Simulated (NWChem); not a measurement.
System: CH6O3Si; SMILES C[Si](O)(O)O

Input file for NWChem:

```
start job
memory heap 200 mb stack 900 mb global 1100 mb
geometry units angstroms noautoz
  C     -0.059646     1.783428    -0.024713
  Si     0.025261    -0.066622    -0.051869
  O     -0.549057    -0.522112    -1.537701
  O     -0.821819    -0.771062     1.198312
  O      1.562759    -0.650034     0.152334
  H     -1.073947     2.140018    -0.262102
  H      0.224783     2.178573     0.961926
  H      0.625126     2.206588    -0.775236
  H     -0.361873    -1.431028    -1.791282
  H     -1.756846    -0.560672     1.266440
  H      1.694453    -1.145505     0.965919
end
basis spherical
  * library def2-svp
end
dft
  xc m06-l
  grid fine
  iterations 150
  mulliken
end
task dft gradient
```

Parts of the log:

```
             Northwest Computational Chemistry Package (NWChem) 7.3.0
             --------------------------------------------------------

 C1  symmetry detected

                             Geometry "geometry" -> ""
                             -------------------------

 Output coordinates in angstroms (scale by  1.889725989 to convert to a.u.)

  No.       Tag          Charge          X              Y              Z
 ---- ---------------- ---------- -------------- -------------- --------------
    1 C                    6.0000     0.72449086    -1.65949856     0.28420548
    2 Si                  14.0000    -0.01779328     0.01436935     0.00525723
    3 O                    8.0000    -1.58937215    -0.25877699    -0.44255965
    4 O                    8.0000     0.81644029     0.91139188    -1.12440542
    5 O                    8.0000     0.01642987     0.97409301     1.35571190
    6 H                    1.0000     0.59646343    -2.30509325    -0.59847961
    7 H                    1.0000     1.79954824    -1.58415827     0.50572615
    8 H                    1.0000     0.23225137    -2.15702615     1.13357491
    9 H                    1.0000    -2.16797695     0.50891597    -0.40604298
   10 H                    1.0000     0.91616617     0.52862427    -2.00003352
   11 H                    1.0000     0.57772448     1.75089459     1.27644627

 Effective nuclear repulsion energy (a.u.)     261.1150763830

                                 NWChem DFT Module
                                 -----------------

 Summary of "ao basis" -> "ao basis" (spherical)
 ------------------------------------------------------------------------------
       Tag                 Description            Shells   Functions and Types
 ---------------- ------------------------------  ------  ---------------------
 C                          def2-svp                 6       14   3s2p1d
 Si                         def2-svp                 8       18   4s3p1d
 O                          def2-svp                 6       14   3s2p1d
 H                          def2-svp                 3        5   2s1p

            General Information
            -------------------
          SCF calculation type: DFT
          Wavefunction type:  closed shell.
          No. of atoms     :    11
          No. of electrons :    50
           Alpha electrons :    25
            Beta electrons :    25
          Charge           :     0
          Spin multiplicity:     1
          Use of symmetry is: off; symmetry adaption is: off
          Maximum number of iterations: 150
          AO basis - number of functions:   104
                     number of shells:    50
          Convergence on energy requested:  1.00D-06
          Convergence on density requested:  1.00D-05
          Convergence on gradient requested:  5.00D-04

              XC Information
              --------------
                        M06-L Method XC Functional
                         M06-L Exchange Functional  1.000
                       M06-L Correlation Potential  1.000

             Grid Information
             ----------------
          Grid used for XC integration:  fine
          Radial quadrature: Mura-Knowles
          Angular quadrature: Lebedev.
          Tag              B.-S. Rad. Rad. Pts. Rad. Cut. Ang. Pts.
          ---              ---------- --------- --------- ---------
          C                   0.70       70          11.0       590
          Si                  1.10      123           9.0       770
          O                   0.60       70          11.0       590
          H                   0.35       60          12.0       590
          Grid pruning is: on
          Number of quadrature shells:   763
          Spatial weights used:  Erf1

      Superposition of Atomic Density Guess
      -------------------------------------

 Sum of atomic energies:        -553.43249052

      Non-variational initial energy
      ------------------------------

 Total energy =    -555.445335
 1-e energy   =   -1281.829836
 2-e energy   =     465.269424
 HOMO         =      -0.411524
 LUMO         =       0.046624

     ---------------------------------------------
      Total Density - Mulliken Population Analysis
     ---------------------------------------------

    Atom       Charge   Shell Charges
 -----------   ------   -------------------------------------------------------
    1 C    6     6.60   1.99  0.96  0.28  2.12  1.24  0.01
    2 Si  14    12.57   2.00  1.99  0.82  0.04  5.93  0.88  0.50  0.41
    3 O    8     8.76   1.99  1.10  0.63  3.09  1.94  0.00
    4 O    8     8.78   1.99  1.10  0.64  3.09  1.95  0.00
    5 O    8     8.77   1.99  1.10  0.63  3.09  1.94  0.00
    6 H    1     0.86   0.65  0.18  0.03
    7 H    1     0.86   0.65  0.18  0.03
    8 H    1     0.86   0.65  0.18  0.03
    9 H    1     0.65   0.52  0.07  0.06
   10 H    1     0.65   0.52  0.07  0.06
   11 H    1     0.65   0.52  0.07  0.06

   convergence    iter        energy       DeltaE   RMS-Dens  Diis-err
 ---------------- ----- ----------------- --------- --------- ---------
 d= 0,ls=0.0,diis     1   -556.5897463187 -8.18D+02  1.43D-02  1.03D+00
 d= 0,ls=0.0,diis     2   -556.5183228791  7.14D-02  8.45D-03  1.93D+00
 d= 0,ls=0.0,diis     3   -556.7012814795 -1.83D-01  9.86D-04  2.65D-02
 d= 0,ls=0.0,diis     4   -556.7035314624 -2.25D-03  4.31D-04  2.59D-03
 d= 0,ls=0.0,diis     5   -556.7017925269  1.74D-03  4.36D-04  8.21D-04
  Resetting Diis
 d= 0,ls=0.0,diis     6   -556.7019611632 -1.69D-04  6.13D-04  1.24D-04
 d= 0,ls=0.0,diis     7   -556.7019934456 -3.23D-05  1.87D-04  3.89D-05
 d= 0,ls=0.0,diis     8   -556.7019939756 -5.30D-07  5.03D-05  7.16D-05
 d= 0,ls=0.0,diis     9   -556.7020007781 -6.80D-06  9.16D-06  1.72D-06
 d= 0,ls=0.0,diis    10   -556.7020009248 -1.47D-07  3.39D-06  1.98D-07

         Total DFT energy =     -556.702000924816
      One electron energy =    -1287.282399285526
           Coulomb energy =      523.986509408134
    Exchange-Corr. energy =      -54.521187430446
 Nuclear repulsion energy =      261.115076383022

 Numeric. integr. density =       49.999999066348

                       DFT Final Molecular Orbital Analysis
                       ------------------------------------

 Vector   23  Occ=2.000000D+00  E=-2.842637D-01
              MO Center= -1.4D-01,  3.9D-01, -1.7D-03, r^2= 3.3D+00
   Bfn.  Coefficient  Atom+Function         Bfn.  Coefficient  Atom+Function
  ----- ------------  ---------------      ----- ------------  ---------------
    51      0.337067   4 O  py               54      0.250863   4 O  py
    64      0.217538   5 O  px               66      0.213793   5 O  pz
    38     -0.212490   3 O  pz               37      0.210071   3 O  py
    69      0.168539   5 O  pz               41     -0.166648   3 O  pz
    67      0.167337   5 O  px               65     -0.165474   5 O  py

 Vector   24  Occ=2.000000D+00  E=-2.701556D-01
              MO Center=  1.8D-01,  1.8D-01, -4.6D-01, r^2= 3.2D+00
   Bfn.  Coefficient  Atom+Function         Bfn.  Coefficient  Atom+Function
  ----- ------------  ---------------      ----- ------------  ---------------
    50      0.368935   4 O  px               53      0.280418   4 O  px
    51     -0.218872   4 O  py                5     -0.216180   1 C  py
    36      0.208858   3 O  px               37      0.175280   3 O  py
    54     -0.171115   4 O  py               39      0.149357   3 O  px
     8     -0.148182   1 C  py               40      0.141629   3 O  py

 Vector   25  Occ=2.000000D+00  E=-2.628405D-01
              MO Center= -3.3D-01,  3.0D-01,  2.2D-01, r^2= 3.2D+00
   Bfn.  Coefficient  Atom+Function         Bfn.  Coefficient  Atom+Function
  ----- ------------  ---------------      ----- ------------  ---------------
    38      0.372169   3 O  pz               64      0.331955   5 O  px
    41      0.285059   3 O  pz               67      0.259412   5 O  px
    50     -0.241356   4 O  px               65     -0.195467   5 O  py
    53     -0.194215   4 O  px               68     -0.148989   5 O  py
     5     -0.144989   1 C  py               66      0.120728   5 O  pz

 Vector   26  Occ=0.000000D+00  E= 3.957362D-02
              MO Center=  1.3D-01,  4.2D-01, -5.3D-01, r^2= 6.6D+00
   Bfn.  Coefficient  Atom+Function         Bfn.  Coefficient  Atom+Function
  ----- ------------  ---------------      ----- ------------  ---------------
     3      0.933913   1 C  s                96     -0.679875  10 H  s
    49      0.517830   4 O  s               101     -0.516541  11 H  s
    18     -0.504166   2 Si s                91     -0.472682   9 H  s
    63      0.425144   5 O  s                35      0.416956   3 O  s
    76     -0.368891   6 H  s                81     -0.315362   7 H  s

[...]

                         DFT ENERGY GRADIENTS

    atom               coordinates                        gradient
                 x          y          z           x          y          z
   1 C       1.369089  -3.135998   0.537070    0.001588  -0.002120   0.000256
   2 Si     -0.033624   0.027154   0.009935   -0.000840   0.001439   0.000263
   3 O      -3.003478  -0.489018  -0.836316    0.000701   0.000457  -0.000420
   4 O       1.542848   1.722281  -2.124818   -0.000777  -0.000321   0.000496
   5 O       0.031048   1.840769   2.561924   -0.000531  -0.000690   0.000035
   6 H       1.127152  -4.355995  -1.130962   -0.000412  -0.000379  -0.001498
   7 H       3.400653  -2.993625   0.955684    0.001427   0.000729   0.000246
   8 H       0.438891  -4.076188   2.142146   -0.001103  -0.000028   0.001239
   9 H      -4.096882   0.961712  -0.767310   -0.000539   0.000582   0.000099
  10 H       1.731303   0.998955  -3.779515    0.000183  -0.000234  -0.000637
  11 H       1.091741   3.308711   2.412134    0.000303   0.000565  -0.000078
```

Level: M06-L/def2-SVP. The geometry was optimised at PBE0/def2-SVP.
